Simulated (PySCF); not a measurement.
C5H5ClOSSi.
SMILES with atom numbers: `[O:1]=[C:2]([Cl:3])[c:4]1[cH:5][cH:6][c:7]([SiH3:8])[s:9]1`

Probes without a nucleus sit at each ring's centroid and 1 Å off its mean plane on both sides; NICS is minus the shielding there, NICSzz its component along the normal. Level: GIAO PBE0/pcSseg-1 (PySCF, non-relativistic, gas phase) on the GFN2-xTB geometry, one conformer.

Ring bond lengths (Å), with Mayer bond orders in brackets: C4–C5 1.378 (1.44), C5–C6 1.396 (1.33), C6–C7 1.374 (1.52), C7–S9 1.720 (1.20), S9–C4 1.739 (1.15).

Problem. What do the NICS probes read (ppm)?

Solution. 
| ring | type | NICS(0) | NICS(1), two faces | NICS(1)zz, two faces | rms pucker (Å) | centre to ring atoms, mean (Å) |
| --- | --- | --- | --- | --- | --- | --- |
| C4–C5–C6–C7–S9 | 5-membered ring with S; formal bonds all aromatic | -11.1 | -11.0 / -11.0 | -24.2 / -24.2 | 0.00 | 1.29 |

Problem. What can be read from them?

Solution. 
- C4–C5–C6–C7–S9: mean NICS(1)zz -24.2 ppm, shielded. For a flat ring without four-coordinate atoms the NICS criterion counts such a value as aromatic.

Problem. And the bond-length index? HOMA = 1 − mean of α(R − Ropt)² over the ring bonds, with Krygowski's 1993 parameters (CC: Ropt 1.388 Å, α 257.7 Å⁻²; CS: Ropt 1.677 Å, α 94.09 Å⁻²).

Solution. 
- C4–C5–C6–C7–S9: HOMA 0.87; the largest term is that of S9–C4, α(R − Ropt)² = 0.37. The geometric and the magnetic index point the same way.

Problem. What is the mean of the two in-plane components of NICS at the first NICS(1) probe listed for ring C4–C5–C6–C7–S9, 1 Å off the ring?

Solution. The isotropic value is a third of the trace: (3 × -11.0 − (-24.2))/2 = -4.4 ppm.

Problem. Give the inner angles of the rings and the Hirshfeld charges of the ring atoms.

Solution. 
- C4–C5–C6–C7–S9: C4 111.0° (-0.053 e), C5 112.5° (-0.047 e), C6 114.0° (-0.062 e), C7 110.9° (-0.104 e), S9 91.7° (+0.148 e); sum 540.0° against 540° for a flat convex ring.

Problem. How shielded are the nuclei of the rings and their hydrogens (means over atoms taken as equivalent)?

Solution. 
```csv
atoms,environment,σ isotropic (ppm),"principal values of the symmetric part, first atom (ppm)"
C4,substituted aromatic carbon,34.1,"-19.7, 24.9, 97.2"
C5,aromatic CH carbon,40.6,"-33.1, 11.2, 143.7"
C6,aromatic CH carbon,44.9,"-38.2, 33.3, 139.5"
C7,substituted aromatic carbon,29.6,"-51.4, -9.0, 149.4"
S9,thiophene-type sulfur,207.4,"22.2, 215.3, 384.6"
H on C5,aromatic hydrogen,23.55,"19.9, 23.4, 27.4"
H on C6,aromatic hydrogen,24.27,"20.8, 24.6, 27.4"
```

Rough CPU time on one thread of a shared machine: about 1.6 min. This is the whole shielding run at PBE0/pcSseg-1, SCF included.

The values belong to the conformer `[O:1]=[C:2]([Cl:3])[c:4]1[cH:5][cH:6][c:7]([SiH3:8])[s:9]1`: O1–C2–C4–C5 180°.
